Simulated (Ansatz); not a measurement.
C4H3F3 can be A, `FC1=CC(F)(F)C1`, or B, `FC1=C[C@H](F)[C@H]1F`.

Gas-phase electronic energies from Ansatz, PBE0-D4/def2-TZVP geometries. CCSD(T)/CBS is the MP2 limit (def2-TZVPP, def2-QZVPP) plus CCSD(T) − MP2 in def2-TZVPP, frozen cores. Functionals use def2-TZVPP. B3LYP here is the variant with VWN-RPA as its local correlation; programs differ in this.

A:

Z-matrix (Å, degrees):
```
C
F 1 1.354
F 1 1.354 2 106.1
C 1 1.499 2 115.9 3 130.2
C 1 1.550 2 114.5 3 -127.4
C 4 1.330 1 89.6 2 117.4
H 4 1.079 1 133.6 2 -62.6
H 5 1.091 1 114.4 2 126.2
H 5 1.091 1 114.4 2 -3.4
F 6 1.311 4 133.1 1 180.0
```

B:

Z-matrix (Å, degrees):
```
C
F 1 1.375
C 1 1.552 2 114.7
C 1 1.503 2 115.5 3 -99.7
H 1 1.092 2 108.2 3 127.3
F 3 1.370 1 116.5 2 122.0
C 3 1.491 1 83.6 2 -121.5
H 3 1.092 1 113.1 2 -5.2
H 4 1.080 1 132.8 2 -58.6
F 7 1.311 3 129.0 1 -174.4
```

Task: Which isomer does CCSD(T)/CBS put lower? Give the gap. (An estimate is asked.)

Result: Computed: A, by 8.6 kcal/mol.

Task: Give E(B) − E(A) in kcal/mol with r2SCAN-D4, PBE-D4, CCSD(T)/def2-SVP, CCSD/def2-TZVPP, ωB97M-V, B3LYP-D4, HF/def2-TZVPP. (Estimate.)

Result: Computed: r2SCAN-D4 9.4, PBE-D4 8.3, CCSD(T)/def2-SVP 10.5, CCSD/def2-TZVPP 8.7, ωB97M-V 9.1, B3LYP-D4 7.9, HF/def2-TZVPP 8.8. None reverses the order clearly.

Task: Does the order hold for the free energy at 298.15 K (harmonic terms from PBE0-D4)? (An estimate is asked.)

Result: The calculation gave: Yes: G(B) − G(A) = +8.7 kcal/mol.

Largest T1 diagnostic: 0.012.

At CCSD(T), def2-SVP lies +1.8 kcal/mol from the extrapolated value and def2-TZVPP +0.1 kcal/mol. Leaving LDA and LC-ωPBE aside and taking each functional with its dispersion term where it has one, the values, not all of them listed here, spread over 2.4 kcal/mol, from BLYP-D4 to r2SCAN0-D4. LDA lies +1.7 kcal/mol from PBE without D4.
